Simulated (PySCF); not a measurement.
F4Ge. Atoms are numbered in the order given.

```xyz
5

F      0.9855     0.9855    -0.9855
Ge     0.0000     0.0000     0.0000
F     -0.9855     0.9855     0.9855
F     -0.9855    -0.9855    -0.9855
F      0.9855    -0.9855     0.9855
```

Geometry: TPSSh-D3(BJ)/def2-SVP. The isomer is the one that the SMILES or the coordinates give; other isomers of the formula were not compared.

These are PySCF with TDA-PBE/def2-SVPD values and carry that method's errors.

Vertical excitations; the highest root listed may be one member of a degenerate set.  State labels are in the subgroup D2.

Computed lowest excited states:
```json
[
 {"state": "S1", "symmetry": "B1", "energy (eV)": "7.38", "λ (nm)": "168", "f": "0.000", "main pairs": "HOMO−2→LUMO (degenerate set)"},
 {"state": "S2", "symmetry": "B3", "energy (eV)": "7.38", "λ (nm)": "168", "f": "0.000", "main pairs": "HOMO→LUMO (degenerate set)"},
 {"state": "S3", "symmetry": "B2", "energy (eV)": "7.38", "λ (nm)": "168", "f": "0.000", "main pairs": "HOMO−1→LUMO (degenerate set)"},
 {"state": "S4", "symmetry": "A", "energy (eV)": "7.97", "λ (nm)": "156", "f": "0.000", "main pairs": "HOMO−6→LUMO (degenerate set)"},
 {"state": "S5", "symmetry": "A", "energy (eV)": "7.97", "λ (nm)": "156", "f": "0.000", "main pairs": "HOMO−7→LUMO (degenerate set)"},
 {"state": "S6", "symmetry": "B1", "energy (eV)": "8.13", "λ (nm)": "152", "f": "0.092", "main pairs": "HOMO−5→LUMO (degenerate set)"},
 {"state": "S7", "symmetry": "B2", "energy (eV)": "8.13", "λ (nm)": "152", "f": "0.092", "main pairs": "HOMO−4→LUMO (degenerate set)"},
 {"state": "S8", "symmetry": "B3", "energy (eV)": "8.13", "λ (nm)": "152", "f": "0.092", "main pairs": "HOMO−3→LUMO (degenerate set)"},
 {"state": "S9", "symmetry": "B1", "energy (eV)": "10.06", "λ (nm)": "123", "f": "0.032", "main pairs": "HOMO−10→LUMO (degenerate set)"},
 {"state": "S10", "symmetry": "B2", "energy (eV)": "10.06", "λ (nm)": "123", "f": "0.032", "main pairs": "HOMO−9→LUMO (degenerate set)"},
 {"state": "T1", "symmetry": "B1", "energy (eV)": "7.03", "λ (nm)": "176", "f": "0", "main pairs": "HOMO−2→LUMO (degenerate set)"},
 {"state": "T2", "symmetry": "B3", "energy (eV)": "7.03", "λ (nm)": "176", "f": "0", "main pairs": "HOMO→LUMO (degenerate set)"},
 {"state": "T3", "symmetry": "B2", "energy (eV)": "7.03", "λ (nm)": "176", "f": "0", "main pairs": "HOMO−1→LUMO (degenerate set)"},
 {"state": "T4", "symmetry": "B1", "energy (eV)": "7.46", "λ (nm)": "166", "f": "0", "main pairs": "HOMO−5→LUMO 99 %"}
]
```
Triplets are in the Tamm–Dancoff approximation.
